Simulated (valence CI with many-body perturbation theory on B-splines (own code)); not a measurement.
**Eu24+: M1 decay**

Calculated by valence CI with perturbative core correlation (CI+MBPT): three valence electrons over a frozen Dirac-Fock core [Kr], a basis of 9 s, 9 p, 10 d, 8 f, 5 g, 3 h, 1 i functions for each j, with the one-electron correlation potential Σ1, the two-electron term Σ2, the three-electron term Σ3, Breit, model QED; selected CI, second order for the rest (own B-spline code, finite nucleus).

No measured spectrum was set against this ion. As an estimate, terms of the open shell hold to 2 to 4 % of their energy, and close levels can change places. Only levels of the ground parity were solved; by the run's estimate the other parity begins above the list, which can be wrong where configurations are misplaced.

Lines 1 to 50 of 67 in falling wavelength, among levels below 242650 cm⁻¹, chosen from the decays that carry over 1 % of a level's rate. Wavelengths and rates use the calculated energies, so an error of 3000 cm⁻¹ moves a line at 17290 Å by 52 % and its rate by three times that or more. Weak lines are less certain than strong ones. Lines between different terms over intervals too small for the method are left out, as are lines whose strength nearly cancels. Where a level lies close to another of its J and parity, the split of strength between their lines is uncertain. The highest levels of a list are the least certain.

Levels are named by their leading jj configuration (3d3/2^4 stands for four electrons in 3d with j = 3/2), which in mixed levels can hold well under half, so a name can repeat and another be missing. Letters in brackets count levels of one name in rising energy.

| λ vac (Å) | Upper | Lower | Type | A (s⁻¹) | Branch % |
| --- | --- | --- | --- | --- | --- |
| 17290 | (4d3/2^2 4d5/2) J=9/2 | (4d3/2^2 4d5/2) J=7/2 | M1 | 2.13e+00 | 100.0 |
| 10240 | (4d3/2^2 4d5/2) J=1/2 | (4d3/2^2 4d5/2) J=3/2 | M1 | 2.31e+01 | 3.3 |
| 5506 | (4d3/2^2 4d5/2) J=3/2 | (4d3/2^2 4d5/2) J=5/2 [a] | M1 | 5.04e+01 | 2.5 |
| 5122 | (4d3/2^2 4d5/2) J=7/2 | (4d3/2^2 4d5/2) J=5/2 [a] | M1 | 1.78e+02 | 99.9 |
| 4272 | (4d3/2 4d5/2^2) J=11/2 | (4d3/2 4d5/2^2) J=9/2 | M1 | 7.49e+01 | 5.4 |
| 3834 | (4d3/2 4d5/2^2) J=5/2 [b] | (4d3/2 4d5/2^2) J=3/2 [a] | M1 | 8.24e+01 | 3.1 |
| 2690 | (4d3/2 4d5/2^2) J=5/2 [a] | (4d3/2 4d5/2^2) J=7/2 [a] | M1 | 1.20e+02 | 3.9 |
| 2651 | (4d5/2^3) J=9/2 | (4d3/2 4d5/2^2) J=11/2 | M1 | 1.63e+02 | 2.3 |
| 2626 | (4d3/2 4d5/2^2) J=3/2 [b] | (4d5/2^3) J=3/2 | M1 | 1.29e+02 | 1.7 |
| 2601 | (4d3/2 4d5/2^2) J=5/2 [a] | (4d3/2^2 4d5/2) J=5/2 [b] | M1 | 6.36e+01 | 2.0 |
| 2489 | (4d3/2^2 4d5/2) J=5/2 [a] | (4d3/2^3) J=3/2 | M1 | 2.02e+03 | 100.0 |
| 2269 | (4d3/2^2 4d5/2) J=5/2 [b] | (4d3/2^2 4d5/2) J=7/2 | M1 | 6.91e+01 | 6.1 |
| 2205 | (4d3/2 4d5/2^2) J=7/2 [a] | (4d3/2^2 4d5/2) J=7/2 | M1 | 9.70e+02 | 19.0 |
| 2201 | (4d3/2^2 4d5/2) J=5/2 [b] | (4d3/2^2 4d5/2) J=3/2 | M1 | 7.27e+02 | 64.0 |
| 2189 | (4d3/2 4d5/2^2) J=5/2 [b] | (4d3/2^2 4d5/2) J=5/2 [b] | M1 | 1.02e+03 | 38.6 |
| 2176 | (4d3/2 4d5/2^2) J=9/2 | (4d3/2^2 4d5/2) J=9/2 | M1 | 1.66e+03 | 57.3 |
| 1953 | (4d5/2^3) J=3/2 | (4d3/2 4d5/2^2) J=1/2 | M1 | 9.20e+02 | 12.8 |
| 1942 | (4d3/2 4d5/2^2) J=7/2 [b] | (4d3/2 4d5/2^2) J=7/2 [a] | M1 | 2.61e+02 | 12.2 |
| 1933 | (4d3/2 4d5/2^2) J=9/2 | (4d3/2^2 4d5/2) J=7/2 | M1 | 1.23e+03 | 42.6 |
| 1895 | (4d3/2 4d5/2^2) J=7/2 [b] | (4d3/2^2 4d5/2) J=5/2 [b] | M1 | 9.66e+01 | 4.5 |
| 1894 | (4d5/2^3) J=5/2 | (4d5/2^3) J=3/2 | M1 | 2.47e+02 | 1.8 |
| 1809 | (4d3/2 4d5/2^2) J=3/2 [a] | (4d3/2^2 4d5/2) J=1/2 | M1 | 7.40e+02 | 9.4 |
| 1750 | (4d5/2^3) J=3/2 | (4d3/2 4d5/2^2) J=3/2 [a] | M1 | 1.62e+03 | 22.5 |
| 1714 | (4d3/2^2 4d5/2) J=3/2 | (4d3/2^3) J=3/2 | M1 | 1.95e+03 | 97.5 |
| 1636 | (4d5/2^3) J=9/2 | (4d3/2 4d5/2^2) J=9/2 | M1 | 2.95e+03 | 41.3 |
| 1633 | (4d3/2 4d5/2^2) J=1/2 | (4d3/2^2 4d5/2) J=1/2 | M1 | 4.20e+03 | 94.3 |
| 1572 | (4d3/2^2 4d5/2) J=5/2 [b] | (4d3/2^2 4d5/2) J=5/2 [a] | M1 | 1.33e+02 | 11.7 |
| 1541 | (4d3/2 4d5/2^2) J=7/2 [a] | (4d3/2^2 4d5/2) J=5/2 [a] | M1 | 4.12e+03 | 81.0 |
| 1537 | (4d3/2 4d5/2^2) J=3/2 [a] | (4d3/2^2 4d5/2) J=3/2 | M1 | 4.29e+03 | 54.3 |
| 1481 | (4d5/2^3) J=9/2 | (4d3/2 4d5/2^2) J=7/2 [a] | M1 | 3.81e+03 | 53.3 |
| 1468 | (4d3/2^2 4d5/2) J=1/2 | (4d3/2^3) J=3/2 | M1 | 6.64e+02 | 96.2 |
| 1442 | (4d3/2 4d5/2^2) J=11/2 | (4d3/2^2 4d5/2) J=9/2 | M1 | 1.31e+03 | 94.6 |
| 1409 | (4d3/2 4d5/2^2) J=1/2 | (4d3/2^2 4d5/2) J=3/2 | M1 | 1.57e+02 | 3.5 |
| 1309 | (4d3/2 4d5/2^2) J=3/2 [b] | (4d3/2 4d5/2^2) J=5/2 [a] | M1 | 3.36e+03 | 44.2 |
| 1303 | (4d5/2^3) J=3/2 | (4d3/2^2 4d5/2) J=5/2 [b] | M1 | 2.56e+03 | 35.7 |
| 1302 | (4d5/2^3) J=5/2 | (4d3/2 4d5/2^2) J=7/2 [b] | M1 | 1.37e+03 | 10.2 |
| 1212 | (4d3/2 4d5/2^2) J=5/2 [a] | (4d3/2^2 4d5/2) J=7/2 | M1 | 8.32e+02 | 26.6 |
| 1202 | (4d3/2 4d5/2^2) J=3/2 [a] | (4d3/2^2 4d5/2) J=5/2 [a] | M1 | 2.47e+03 | 31.2 |
| 1192 | (4d5/2^3) J=5/2 | (4d3/2 4d5/2^2) J=5/2 [b] | M1 | 3.61e+03 | 27.0 |
| 1192 | (4d3/2 4d5/2^2) J=5/2 [a] | (4d3/2^2 4d5/2) J=3/2 | M1 | 1.50e+03 | 48.1 |
| 1120 | (4d3/2 4d5/2^2) J=3/2 [b] | (4d3/2 4d5/2^2) J=1/2 | M1 | 9.21e+02 | 12.1 |
| 1114 | (4d3/2 4d5/2^2) J=5/2 [b] | (4d3/2^2 4d5/2) J=7/2 | M1 | 1.06e+03 | 40.1 |
| 1098 | (4d3/2 4d5/2^2) J=7/2 [b] | (4d3/2^2 4d5/2) J=9/2 | M1 | 9.03e+02 | 42.3 |
| 1098 | (4d5/2^3) J=5/2 | (4d3/2 4d5/2^2) J=5/2 [a] | M1 | 8.45e+02 | 6.3 |
| 1097 | (4d3/2 4d5/2^2) J=5/2 [b] | (4d3/2^2 4d5/2) J=3/2 | M1 | 1.94e+02 | 7.4 |
| 1050 | (4d3/2 4d5/2^2) J=3/2 [b] | (4d3/2 4d5/2^2) J=3/2 [a] | M1 | 1.73e+03 | 22.7 |
| 1033 | (4d3/2 4d5/2^2) J=7/2 [b] | (4d3/2^2 4d5/2) J=7/2 | M1 | 5.96e+02 | 27.9 |
| 980.0 | (4d3/2 4d5/2^2) J=5/2 [a] | (4d3/2^2 4d5/2) J=5/2 [a] | M1 | 3.82e+02 | 12.2 |
| 963.7 | (4d3/2^2 4d5/2) J=5/2 [b] | (4d3/2^3) J=3/2 | M1 | 2.05e+02 | 18.1 |
| 915.0 | (4d3/2 4d5/2^2) J=5/2 [b] | (4d3/2^2 4d5/2) J=5/2 [a] | M1 | 9.87e+01 | 3.8 |
